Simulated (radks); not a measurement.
Results of a calculation; reference values are marked as such.
Ionisation of Se, [Ar] 3d10 4s2 4p4, to Se+, [Ar] 3d10 4s2 4p3, under several functionals. Dirac Kohn-Sham, spin-unpolarised, spherical densities, finite nucleus; open shells fill j = l - 1/2 first; a radial shooting solver on a logarithmic mesh with Libxc functionals.

functional    E(Se) (hartree)  Exc (hartree)  IE (eV)  -e(HOMO) (eV)  <r> HOMO (bohr)  IE error (eV)
Wu-Cohen GGA      -2429.59138      -87.38864   10.668          6.342            2.313         +0.915
revPBE            -2430.27132      -88.07810   10.619          6.308            2.322         +0.866
BLYP              -2430.52920      -88.33091   10.515          6.202            2.333         +0.763
HCTH/407          -2431.71796      -89.65552   10.821          6.495            2.318         +1.069
PBEsol            -2428.44120      -86.21448   10.660          6.344            2.317         +0.908
XLYP              -2430.86302      -88.66970   10.541          6.230            2.337         +0.789

NIST Atomic Spectra Database: 9.752 eV (measured). Closest: BLYP. The Delta-SCF values span 0.31 eV, the total energies 3.28 hartree. The highest occupied level is 4p3/2. Spin polarisation and multiplet splitting are left out, so open shells lie too high by an amount that depends on their filling.

Beside tabulated values, note that spin-unpolarised runs miss the spin-polarisation part of the exchange energy of open shells.
